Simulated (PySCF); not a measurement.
## Dipole response of Cr+ (chromium, charge +1)

[Ar] 3d4 4s1, high-spin 6D determinant (an excited configuration). Calculation: PySCF 2.14, in aug-cc-pwCVTZ (10s9p7d4f3g, 127 functions); the non-relativistic Hamiltonian (point nucleus). Coupled (time-dependent) response in atomic units; α is the mean over directions.

```json
{"method": "UHF", "mean α (bohr³)": "47.20", "α xx, yy, zz": "47.88, 47.88, 45.85", "C₆ (like pair)": "281.6", "S(−4)": "2077"}
{"method": "PBE", "mean α (bohr³)": "33.93", "α xx, yy, zz": "34.29, 34.29, 33.21", "C₆ (like pair)": "190.8", "S(−4)": "932.3"}
```

S(−4) is the Cauchy moment in α(ω) = α(0) + S(−4) ω² + …

α(iu) at PBE:

```csv
u (hartree),α(iu) (bohr³)
0,33.93
0.0500,31.77
0.100,26.86
0.200,17.38
0.300,11.73
0.500,6.664
0.750,4.223
1.00,3.057
1.50,1.915
2.00,1.346
3.00,0.7806
5.00,0.3626
```

A single London oscillator, α(iu) = α/(1 + u²/ω²), gives C₆ = (3/4) ω α². Matching the computed C₆ needs ω = 4 × 190.8 / (3 × 33.93²) = 0.221 hartree.

For an ion, C₆ is the dispersion term alone; charge-induced terms of lower order in 1/R come first.

The components differ because the open shell of this determinant is not spherical; for a pure term their mean is the scalar polarisability.
